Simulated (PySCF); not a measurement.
AlFHI, SMILES [F][AlH][I].

Coordinates come from a B3LYP-D3(BJ)/def2-TZVP optimisation. The def2 effective core potentials stand for the cores of I; spin–orbit coupling is left out.

Calculation: TDDFT-PBE0/def2-SVPD in PySCF.

Vertical excitations. Isolated molecule, no solvent. State labels are in the subgroup Cs.

Computed UV-visible absorptions:
```
state  symmetry  energy (eV)  λ (nm)      f                                                               main pairs
-----  --------  -----------  ------  -----  -----------------------------------------------------------------------
S1           A"         5.23     237  0.000                                                           HOMO→LUMO 99 %
S2           A'         5.69     218  0.044                                                         HOMO−1→LUMO 86 %
S3           A'         5.82     213  0.028                                                         HOMO→LUMO+1 90 %
S4           A"         5.94     209  0.044                                                       HOMO−1→LUMO+1 98 %
S5           A"         6.38     194  0.006                                                         HOMO−2→LUMO 99 %
S6           A'         7.16     173  0.007                                     HOMO→LUMO+2 58 %, HOMO−2→LUMO+1 35 %
S7           A"         7.35     169  0.002                                                       HOMO−1→LUMO+2 90 %
S8           A'         7.47     166  0.075                                                         HOMO→LUMO+3 85 %
S9           A"         7.67     162  0.095                                                       HOMO−1→LUMO+3 89 %
S10          A'         7.77     160  0.427  HOMO−2→LUMO+1 44 %, HOMO→LUMO+2 24 %, HOMO→LUMO+4 13 %, HOMO→LUMO+3 7 %
T1           A'         5.06     245      0                                                         HOMO−1→LUMO 97 %
T2           A"         5.09     243      0                                                           HOMO→LUMO 98 %
T3           A'         5.43     228      0                                                         HOMO→LUMO+1 96 %
T4           A"         5.53     224      0                                                       HOMO−1→LUMO+1 89 %
```
Triplets are in the Tamm–Dancoff approximation, which puts them higher than full response would, so one can lie above its singlet here.
